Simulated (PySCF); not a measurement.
PySCF 2.14 output of an unrestricted B3LYP calculation on a single atom or ion in x2c-SVPall (6s5p5d1f, 53 functions), with the spin-free X2C one-electron Hamiltonian (Gaussian nucleus):

```
SCF conv_tol = 1e-09
number electrons alpha = 23  beta = 23
    P. J. Stephens, F. J. Devlin, C. F. Chabalowski, and M. J. Frisch.,  J. Phys. Chem. 98, 11623 (1994)
cycle= 1 E= -5314.6526067079  delta_E= -0.0078  |g|= 0.0819  |ddm|= 0.128
cycle= 2 E= -5314.65131303667  delta_E= 0.00129  |g|= 0.114  |ddm|= 0.0826
cycle= 3 E= -5314.65406845532  delta_E= -0.00276  |g|= 0.000559  |ddm|= 0.0479
cycle= 4 E= -5314.65406857108  delta_E= -1.16e-07  |g|= 0.000203  |ddm|= 0.000423
cycle= 5 E= -5314.65406858191  delta_E= -1.08e-08  |g|= 1.28e-06  |ddm|= 9.33e-05
cycle= 6 E= -5314.65406858191  delta_E= -9.09e-13  |g|= 5.76e-08  |ddm|= 1.09e-06
converged SCF energy = -5314.65406858191  <S^2> = -3.1974423e-14  2S+1 = 1
```

The run itself started from symmetry-adapted Hartree-Fock orbitals and held the occupation by maximum overlap, on a logarithmic radial grid, so the iterations belong to that start.

Problem. Which element, charge and spin multiplicity is this?

Solution. Ag⁺ (silver, charge +1), multiplicity 1; the state was [Kr] 4d10, closed-shell 1S.
